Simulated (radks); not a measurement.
Spherical quantum dot in the effective-mass picture: electrons in a well V = -V0 / (1 + exp((r - R)/a)) with V0 = 4.68, R = 9.8, a = 1.1, all in effective atomic units (hartree* = m*/eps^2 hartree, bohr* = eps/m* bohr), one dielectric constant everywhere. Calculated with a radial shooting solver with Libxc functionals: non-relativistic Kohn-Sham, LDA (Slater exchange, Perdew-Wang correlation), spin-polarised, spherical densities. Levels are named by radial order and angular momentum (1s, 1p, 1d, 2s, ...), and open shells are averaged over m. Results are scaled to m* = 0.187 and eps = 17, for which hartree* = 17.61 meV and bohr* = 4.811 nm.

N = 27, configuration 1s2 1p6 1d10 1f(up 7, down 2). This is the lowest configuration that the search found. Occupied and some empty levels:

level,occupation,eigenvalue (meV),<r> (nm)
1s up,1,-12.716,30.23
1s down,1,-12.422,30.05
1p up,3,-12.201,30.96
1p down,3,-11.898,30.86
1d up,5,-11.264,31.79
1d down,5,-10.953,31.75
1f up,7,-9.9634,32.61
1f down,2,-9.6470,32.60
1g up,0,-8.3387,33.39
2s up,0,-8.0381,21.57
1g down,0,-8.0208,33.41
2s down,0,-7.9250,21.42
2p up,0,-6.5804,25.07
2p down,0,-6.4286,24.96
2d up,0,-4.7582,27.45
2d down,0,-4.5784,27.36

Energy (meV): total -1167.49, kinetic 85.923, external -2055.2, Hartree 899.39, exchange-correlation -97.581.

Electron density:

r (nm),n(r) (e/nm^3)
2.91,1.406e-06
7.77,3.177e-06
12.6,9.628e-06
17.5,0.00002879
22.3,0.00007209
27.2,0.0001330
32.1,0.0001513
36.9,0.00008178
41.8,0.00001600
46.6,1.006e-06
51.5,2.394e-08
56.4,3.149e-10
